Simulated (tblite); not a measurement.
C5H6NP.
InChI=1S/C5H6NP/c1-5-2-3-6-4-7-5/h2-4H,1H3

Computed with GFN2-xTB (tblite): harmonic, unscaled wavenumbers at the GFN2-xTB geometry, gas phase. Errors from tens to a few hundred cm⁻¹ against measured bands are possible.

Harmonic wavenumbers (cm⁻¹): 40.7, 140.9, 243.3, 301.4, 402.1, 408.9, 523.6, 616.5, 694.4, 777.7, 805.9, 852.8, 856.8, 909.8, 990.9, 1014.2, 1100.7, 1163.4, 1218.6, 1256.8, 1326.0, 1372.7, 1398.3, 1471.8, 1472.9, 1493.2, 1536.7, 2992.7, 2997.2, 3009.9, 3028.6, 3041.0, 3050.7.

A = 3773, B = 2348, C = 1460 MHz; mass 111.024 u (most abundant isotopes); point group Cs, symmetry number 1.

Task: Zero-point energy?

Result: ½Σν̃ = 21256 cm⁻¹ = 254.27 kJ/mol.

Task: What is S at 298.15 K and 1 bar for an ideal gas of classical rigid rotors and harmonic oscillators?

Result: Translation 167.59, rotation 115.52, vibration 66.11: S = 349.2 J/(mol K).

Task: And Cp and H(298.15 K) − H(0)?

Result: Cp = 110.76 J/(mol K), of which vibrations give 77.50 (their classical limit is 33 R = 274.4); H(298.15 K) − H(0) = 20.53 kJ/mol without the zero-point energy, 10.62 from vibrations.

Task: What must be added to the electronic energy to get the Gibbs energy at 298.15 K and 1 bar?

Result: ZPE + [H(298.15 K) − H(0)] − T·S = 254.27 + 20.53 − 104.12 = 170.68 kJ/mol.

Task: How do the functions run with temperature in this model?

Result: 
```csv
T (K),S (J/(mol K)),Cp (J/(mol K)),H − H(0) (kJ/mol),G − H(0) (kJ/mol),ln q(vib)
150,290.1,67.4,7.42,-36.10,1.64
250,331.1,96.0,15.55,-67.21,2.99
400,386.0,140.5,33.36,-121.05,5.17
600,452.1,185.6,66.27,-205.00,8.25
900,536.0,227.1,128.75,-353.65,12.79
```

q(vib) and H(0) count from the zero-point level.

Hindered rotation and anharmonicity are outside this model.
